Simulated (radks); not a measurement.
Cd I, configuration [Kr] 4d10 5s1 6p1 (not the ground configuration). Method: scalar-relativistic Kohn-Sham, LDA (Slater exchange, Perdew-Wang correlation), spin-polarised, spherical densities, point nucleus; open shells are filled with parallel spins first (spin-orbit coupling, left out, can overturn this in heavy ions); computed with a radial shooting solver on a logarithmic mesh with Libxc functionals.

Local quantities along the radius. ELF = 1/(1 + alpha^2) is the electron localisation function; alpha = (tau - tau_W)/tau_unif compares the Pauli kinetic energy density with that of the uniform gas (summed over spins); s = |grad rho|/(2 (3 pi^2)^(1/3) rho^(4/3)) is the reduced gradient. tau is taken from the large components.

r (bohr)	ELF	alpha	s
0.001236	0.999	0.02275	0.6885
0.001715	0.999	0.02308	0.6066
0.002381	0.999	0.02433	0.5520
0.003332	0.999	0.02700	0.5183
0.004625	0.999	0.03176	0.5039
0.006472	0.998	0.04066	0.5068
0.008985	0.997	0.05736	0.5279
0.01247	0.992	0.09251	0.5699
0.01745	0.969	0.1798	0.6371
0.02423	0.855	0.4121	0.7128
0.03363	0.508	0.9845	0.7107
0.04707	0.315	1.474	0.4728
0.06534	0.532	0.9371	0.2856
0.0907	0.753	0.5720	0.3672
0.1269	0.612	0.7957	0.5268
0.1762	0.309	1.497	0.3919
0.2465	0.599	0.8176	0.2253
0.3422	0.767	0.5514	0.4590
0.4751	0.362	1.328	0.7504
0.6648	0.334	1.411	0.2435
0.9229	0.759	0.5640	0.3723
1.281	0.624	0.7760	0.6856
1.793	0.317	1.467	1.025
2.489	0.227	1.847	1.423
3.455	0.268	1.653	2.474
4.835	0.002	22.90	4.464
6.711	0.063	3.847	0.8619
9.391	0.489	1.023	0.6184
13.04	0.411	1.198	2.216
18.1	0.066	3.769	7.186
25.32	0.001	39.14	35.08

On this mesh the ELF has minima near r = 0.047, 0.18, 0.56, 2.5, 5.7 bohr, which separate the shells, and maxima near 0.091 (0.75), 0.34 (0.77), 0.92 (0.76), 3.5 (0.27), 11 (0.51).

Self-consistent cycle (total energy in hartree, residual of the potential): 1: -5588.920628, 2e+00; 2: -5589.196522, 1e+00; 3: -5589.323559, 3e-01; 4: -5589.337433, 3e-02; 5: -5589.337057, 2e-02; 6: -5589.336989, 1e-02; 7: -5589.337020, 1e-03; 8: -5589.337019, 5e-06; 9: -5589.337019, 7e-05; 10: -5589.337019, 4e-06; 11: -5589.337019, 1e-06; 12: -5589.337019, 3e-08; 13: -5589.337019, 4e-08; 14: -5589.337019, 2e-08; 15: -5589.337019, 5e-10.
